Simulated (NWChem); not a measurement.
Program: NWChem. System: CHO2, charge 0, spin multiplicity 2, at a geometry optimised with UPBE0/def2-SVP. The structure started from a generated list of species. Its SCF solution wasn't tested for a lower state. Level: UMP2/def2-TZVP, 3 core orbitals frozen.

Input file:

```
start mol
memory heap 200 mb stack 900 mb global 1100 mb
geometry units angstroms nocenter noautoz
  O     -0.945275     0.680764     0.000000
  C     -0.305506    -0.313274     0.000000
  O      0.994428    -0.492952     0.000000
  H      1.439816     0.377152     0.000000
  symmetry group Cs
end
basis spherical
  * library def2-tzvp
end
scf
  uhf
  nopen 1
  maxiter 100
  thresh 1e-7
  semidirect memsize 60000000 filesize 0
  # guess.movecs holds the orbitals of an unrestricted PBE0 run
  vectors input guess.movecs output mol.movecs
end
mp2
  freeze core 3
end
task mp2 energy
```

Output (cleaned and shortened):

```
             Northwest Computational Chemistry Package (NWChem) 7.3.0
             --------------------------------------------------------

                                NWChem Input Module
                                -------------------

 Scaling coordinates for geometry "geometry" by  1.889725989
 (inverse scale =  0.529177249)

 Turning off AUTOSYM since
 SYMMETRY directive was detected!

                             Geometry "geometry" -> ""
                             -------------------------

 Output coordinates in angstroms (scale by  1.889725989 to convert to a.u.)

  No.       Tag          Charge          X              Y              Z
 ---- ---------------- ---------- -------------- -------------- --------------
    1 O                    8.0000    -0.94527500     0.68076400     0.00000000
    2 C                    6.0000    -0.30550600    -0.31327400     0.00000000
    3 O                    8.0000     0.99442800    -0.49295200     0.00000000
    4 H                    1.0000     1.43981600     0.37715200     0.00000000

 Effective nuclear repulsion energy (a.u.)      63.5645329945

            Nuclear Dipole moment (a.u.)
            ----------------------------
        X                 Y               Z
 ---------------- ---------------- ----------------
     0.0000075589     0.0000075589     0.0000000000

      Symmetry information
      --------------------

 Group name             Cs
 Group number              2
 Group order               2
 No. of unique centers     4

      Symmetry unique atoms

     1    2    3    4


 Summary of "ao basis" -> "" (spherical)
 ------------------------------------------------------------------------------
       Tag                 Description            Shells   Functions and Types
 ---------------- ------------------------------  ------  ---------------------
 *                         def2-tzvp                  on all atoms

 Summary of "ao basis" -> "ao basis" (spherical)
 ------------------------------------------------------------------------------
       Tag                 Description            Shells   Functions and Types
 ---------------- ------------------------------  ------  ---------------------
 O                         def2-tzvp                11       31   5s3p2d1f
 C                         def2-tzvp                11       31   5s3p2d1f
 H                         def2-tzvp                 4        6   3s1p

                                 NWChem SCF Module
                                 -----------------

  ao basis        = "ao basis"
  functions       =    99
  atoms           =     4
  alpha electrons =    12
  beta  electrons =    11
  charge          =   0.00
  wavefunction    = UHF
  use symmetry    = T
  symmetry adapt  = T

 Summary of "ao basis" -> "ao basis" (spherical)
 ------------------------------------------------------------------------------
       Tag                 Description            Shells   Functions and Types
 ---------------- ------------------------------  ------  ---------------------
 O                         def2-tzvp                11       31   5s3p2d1f
 C                         def2-tzvp                11       31   5s3p2d1f
 H                         def2-tzvp                 4        6   3s1p

      Symmetry analysis of basis
      --------------------------

        a'         68
        a"         31

 Forming initial guess at       0.0s

   Symmetry analysis of molecular orbitals - initial alpha
   -------------------------------------------------------

  Numbering of irreducible representations:

     1 a'          2 a"

  Orbital symmetries:

     1 a'          2 a'          3 a'          4 a'          5 a'
     6 a'          7 a'          8 a'          9 a"         10 a'
    11 a"         12 a'         13 a"         14 a'         15 a'
    16 a'         17 a'         18 a"         19 a'         20 a'
    21 a'         22 a"

   Symmetry analysis of molecular orbitals - initial beta
   ------------------------------------------------------

  Numbering of irreducible representations:

     1 a'          2 a"

  Orbital symmetries:

     1 a'          2 a'          3 a'          4 a'          5 a'
     6 a'          7 a'          8 a"          9 a'         10 a"
    11 a'         12 a'         13 a"         14 a'         15 a'
    16 a'         17 a"         18 a'         19 a'         20 a'
    21 a'         22 a"

 Starting SCF solution at       0.0s

 ----------------------------------------------
         Quadratically convergent UHF

 Convergence threshold     :          1.000E-07
 Maximum no. of iterations :          100
 Integral*density screening:          1.000E-09
 ----------------------------------------------

              iter       energy          gnorm     gmax       time
             ----- ------------------- --------- --------- --------
                 1     -188.1926552089  5.74D-01  9.39D-02      0.6
                 2     -188.2129072707  4.23D-02  1.13D-02      0.7
                 3     -188.2136446598  2.33D-03  7.99D-04      1.1
                 4     -188.2136483924  1.03D-05  2.18D-06      1.6
                 5     -188.2136483925  9.93D-09  2.50D-09      2.2

       Final UHF  results
       ------------------

         Total SCF energy =   -188.213648392463
      One electron energy =   -383.950242557628
      Two electron energy =    132.172061170710
 Nuclear repulsion energy =     63.564532994455

                       Sz =      0.5000
                 Sz(Sz+1) =      0.7500
                      S^2 =      0.7628

        Time for solution =      2.1s
[...]
    42      0.161992  2 C  pz

 Vector   10  Occ=1.000000D+00  E=-5.283867D-01  Symmetry=a"
              MO Center= -1.9D-01,  1.8D-01, -5.9D-13, r^2= 1.8D+00
   Bfn.  Coefficient  Atom+Function         Bfn.  Coefficient  Atom+Function
  ----- ------------  ---------------      ----- ------------  ---------------
     8      0.347446  1 O  pz                11      0.315037  1 O  pz
    70     -0.294137  3 O  pz                73     -0.270892  3 O  pz
    14      0.192612  1 O  pz                76     -0.192823  3 O  pz

 Vector   11  Occ=1.000000D+00  E=-5.169919D-01  Symmetry=a'
              MO Center= -6.0D-01,  2.9D-01,  2.8D-14, r^2= 1.4D+00
   Bfn.  Coefficient  Atom+Function         Bfn.  Coefficient  Atom+Function
  ----- ------------  ---------------      ----- ------------  ---------------
     6      0.354370  1 O  px                 9      0.320945  1 O  px
    12      0.199071  1 O  px                69     -0.164883  3 O  py
    72     -0.153194  3 O  py

 Vector   12  Occ=0.000000D+00  E= 6.075826D-02  Symmetry=a'
              MO Center=  1.0D-01, -2.8D-01, -2.2D-13, r^2= 3.5D+00
   Bfn.  Coefficient  Atom+Function         Bfn.  Coefficient  Atom+Function
  ----- ------------  ---------------      ----- ------------  ---------------
    36      0.897267  2 C  s                 67     -0.865074  3 O  s
    96      0.781818  4 H  s                  5     -0.419284  1 O  s
    35      0.292357  2 C  s                 13      0.272227  1 O  py
    44     -0.200168  2 C  py                38     -0.192482  2 C  py

 Vector   13  Occ=0.000000D+00  E= 1.577581D-01  Symmetry=a'
              MO Center=  1.1D+00,  4.0D-01, -1.6D-14, r^2= 4.3D+00
   Bfn.  Coefficient  Atom+Function         Bfn.  Coefficient  Atom+Function
  ----- ------------  ---------------      ----- ------------  ---------------
    96      1.818370  4 H  s                 36     -1.052190  2 C  s
    67     -0.619433  3 O  s                 75     -0.492709  3 O  py
    74     -0.396244  3 O  px                44      0.262957  2 C  py
    13     -0.173049  1 O  py

 Vector   14  Occ=0.000000D+00  E= 1.894262D-01  Symmetry=a"
              MO Center= -3.7D-01, -3.3D-01,  2.3D-13, r^2= 2.5D+00
   Bfn.  Coefficient  Atom+Function         Bfn.  Coefficient  Atom+Function
  ----- ------------  ---------------      ----- ------------  ---------------
    45      1.035823  2 C  pz                14     -0.530598  1 O  pz
    76     -0.384753  3 O  pz                39      0.291279  2 C  pz
    42      0.262758  2 C  pz                 8     -0.229281  1 O  pz
    11     -0.175052  1 O  pz                70     -0.167531  3 O  pz

 center of mass
 --------------
 x =  -0.06000369 y =  -0.01575479 z =   0.00000000

 moments of inertia (a.u.)
 ------------------
          45.057479766374          58.743325829211           0.000000000000
          58.743325829211         118.820949314541           0.000000000000
           0.000000000000           0.000000000000         163.878429080915

  Mulliken analysis of the total density
  --------------------------------------

    Atom       Charge   Shell Charges
 -----------   ------   -------------------------------------------------------
    1 O    8     8.37   0.79  1.18  0.59  0.94  0.33  1.83  1.93  0.75  0.00  0.03  0.00
    2 C    6     5.55   0.86  1.12  0.54  0.53  0.13  1.10  0.88  0.15  0.06  0.16  0.02
    3 O    8     8.45   0.79  1.18  0.56  0.97  0.27  1.86  2.06  0.72  0.00  0.03  0.00
    4 H    1     0.63   0.23  0.32  0.04  0.04

  Mulliken analysis of the alpha density
  --------------------------------------

    Atom       Charge   Shell Charges
 -----------   ------   -------------------------------------------------------
    1 O    8     4.25   0.40  0.59  0.30  0.47  0.16  0.96  0.99  0.36  0.00  0.02  0.00
    2 C    6     3.18   0.43  0.56  0.31  0.33  0.11  0.67  0.54  0.09  0.03  0.08  0.01
    3 O    8     4.23   0.40  0.59  0.29  0.49  0.12  0.94  1.04  0.35  0.00  0.02  0.00
    4 H    1     0.35   0.12  0.17  0.03  0.02

   Mulliken analysis of the beta density
   -------------------------------------

    Atom       Charge   Shell Charges
 -----------   ------   -------------------------------------------------------
    1 O    8     4.12   0.40  0.59  0.29  0.47  0.17  0.87  0.94  0.39  0.00  0.02  0.00
    2 C    6     2.37   0.43  0.56  0.23  0.19  0.01  0.42  0.34  0.06  0.03  0.08  0.01
    3 O    8     4.22   0.40  0.59  0.27  0.48  0.15  0.92  1.03  0.37  0.00  0.01  0.00
    4 H    1     0.29   0.11  0.14  0.01  0.02

   Mulliken analysis of the spin density
   -------------------------------------

    Atom       Charge   Shell Charges
 -----------   ------   -------------------------------------------------------
    1 O    8     0.12   0.00 -0.00  0.01  0.01 -0.00  0.09  0.05 -0.02  0.00 -0.00  0.00
    2 C    6     0.81   0.00 -0.01  0.08  0.14  0.10  0.25  0.21  0.02  0.00  0.01 -0.00
    3 O    8     0.01   0.00 -0.00  0.01  0.01 -0.03  0.02  0.01 -0.03  0.00  0.00  0.00
    4 H    1     0.06   0.01  0.03  0.02 -0.00

       Multipole analysis of the density wrt the origin
       ------------------------------------------------

     L   x y z        total         alpha         beta         nuclear
     -   - - -        -----         -----         ----         -------
     0   0 0 0     -0.000000    -12.000000    -11.000000     23.000000

     1   1 0 0      0.838054      0.797351      0.040695      0.000008
     1   0 1 0      0.034906      0.508399     -0.473501      0.000008
     1   0 0 1      0.000000     -0.000000      0.000000      0.000000

     2   2 0 0    -12.365397    -38.823622    -36.722932     63.181157
     2   1 1 0      2.814810     15.118195     16.095303    -28.398688
     2   1 0 1     -0.000000     -0.000000     -0.000000      0.000000
     2   0 2 0    -13.165000    -19.437399    -16.520339     22.792738
     2   0 1 1      0.000000     -0.000000      0.000000      0.000000
     2   0 0 2    -11.974963     -6.348460     -5.626503      0.000000

                   NWChem MP2 Semi-direct Energy/Gradient Module
                   ---------------------------------------------

  Basis functions       =     99
  Molecular orbitals    =     99
  Frozen core           =      3
  Frozen virtuals       =      0
  Active alpha occupied =      9
  Active beta occupied  =      8
  Active alpha virtual  =     87
  Active beta virtual   =     88
  Use MO symmetry       = T
  Use skeleton AO sym   = T

  AO/Fock/Back tols     =   1.0D-09  1.0D-09  1.0D-09

 GA uses MA = F    GA memory limited = T

 Available:
  local mem=  1.26D+08
 global mem=  1.44D+08
 local disk=  0.00D+00
  mp2_memr nvloc                    87
  nvloc new                    87
   1 passes of   9:        5242880                      59128                  13104212.
   1 passes of   9: M    126152561           G      144159598           F     120909681.

 Semi-direct pass number   1 of   1  for UHF alpha       at        2.2s
  vrange nnbf                  4916
  mp2_eaftype                    49  avail_ma_in_mb                  1099
 EAF : mp2_eaftype filesize          49    6552106.
  mp2_eaf for mointskh                     49
Node 0 wrote     30.8 Mb in      0.0 s     Agg I/O rate:  5124.2 Mb/s
 Done moints_semi at        3.4s
  mp2_eaftype                    49  avail_ma_in_mb                  1050
 EAF : mp2_eaftype filesize          49    6552106.
  mp2_eaf for kh                    49
 Done maket at        3.5s
 Done multipass loop at        3.5s

 GA uses MA = F    GA memory limited = T

 Available:
  local mem=  1.26D+08
 global mem=  1.44D+08
 local disk=  0.00D+00
  mp2_memr nvloc                    88
  nvloc new                    88
   1 passes of   8:        5242880                      55179                  11783774.
   1 passes of   8: M    126152561           G      144159598           F     120909681.

 Semi-direct pass number   1 of   1  for UHF beta        at        3.5s
  vrange nnbf                  4916
  mp2_eaftype                    44  avail_ma_in_mb                  1099
 EAF : mp2_eaftype filesize          44    5891887.
  mp2_eaf for mointskh                     44
Node 0 wrote     27.7 Mb in      0.0 s     Agg I/O rate:  6327.2 Mb/s
 Done moints_semi at        4.6s
  mp2_eaftype                    44  avail_ma_in_mb                  1055
 EAF : mp2_eaftype filesize          44    5891887.
  mp2_eaf for kh                    44
 Done maket at        4.7s
 Done multipass loop at        4.7s

          -------------------------------------------
          SCF energy                -188.213648392463
          Correlation energy          -0.592094069247
          Singlet pairs                0.000000000000
          Triplet pairs                0.000000000000
          Total MP2 energy          -188.805742461710
          -------------------------------------------

          ---------------------------------------------------
                    Spin Component Scaled (SCS) MP2
          Same spin pairs                     -0.157318554341
          Same spin scaling factor             0.333333333333
          Opposite spin pairs                 -0.434775514905
          Opposite spin scaling fact.          1.200000000000
          SCS-MP2 correlation energy          -0.574170136000
          Total SCS-MP2 energy              -188.787818528463
          ---------------------------------------------------

 -----------------------
 Performance information
 -----------------------

 Timer overhead =  1.40D-07 seconds/call

               Nr. of calls         CPU time (s)                 Wall time (s)                GFlops
             ---------------    -------------------     ------------------------------   -------------------
Name         Min   Avg   Max    Min     Avg     Max     Min     Avg     Max   Mx/calls   Min     Max     Sum
mp2: moin     2     2     2    2.3     2.3     2.3      2.3     2.3     2.3     1.1      0.0     0.0     0.0
mp2: make     2     2     2   0.17    0.17    0.17     0.17    0.17    0.17    8.60E-2   0.0     0.0     0.0
mp2: tota     1     1     1    2.5     2.5     2.5      2.5     2.5     2.5     2.5      0.0     0.0     0.0

 The average no. of pstat calls per process was 5.00D+00
 with a timing overhead of 6.99D-07s

 Task  times  cpu:        4.7s     wall:        4.7s

 Total times  cpu:        4.7s     wall:        4.7s
```
